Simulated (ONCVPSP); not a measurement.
**Ranking ONCV potentials for Tc**

All share these settings but for the change named:

technetium, optimised norm-conserving Vanderbilt (ONCV), made with ONCVPSP 4.0.1 (PBE, scalar-relativistic). Core [Ar] 3d10, reference 4s2 4p6 4d6 5s1. Waves: 4s+5s: rc 1.45 bohr, ncon 4, nbas 8, qcut 7.2 1/bohr, 2 projectors; 4p: rc 1.25 bohr, ncon 4, nbas 8, qcut 5.4 1/bohr, 2 projectors, debl 2.9 Ha; 4d: rc 2.20 bohr, ncon 4, nbas 8, qcut 7.3 1/bohr, 2 projectors, debl 1.3 Ha. Local part: polynomial inside 0.80 bohr (lpopt 2, dvloc0 -1 Ha). Core correction: Teter function, fcfact 3.75, rcfact 1.55.

Test errors are all-electron minus pseudo excitation energies from the reference, over 4s2 4p6 4d5 5s2; 4s2 4p6 4d5 5s1; 4s2 4p6 4d5 5s0; 4s1 4p6 4d5 5s2. None of these files shows a bound ghost.

The base gives 90.6 meV.

Of 5 variants that were run, those that failed, showed a ghost or another fault, or gave nearly equal values are left out.

Problem. Rank these variants by their largest absolute test error, smallest first.
A. s: qcut 9.3; p: qcut 7; d: qcut 9.5
B. s: qcut 7.9; p: qcut 5.9; d: qcut 8
C. s: qcut 5.7; p: qcut 4.2; d: qcut 5.7
D. s: qcut 4.9; p: qcut 3.7; d: qcut 4.9

Solution. A (51.7 meV), B (69.4 meV), C (173.9 meV), D (241.4 meV).
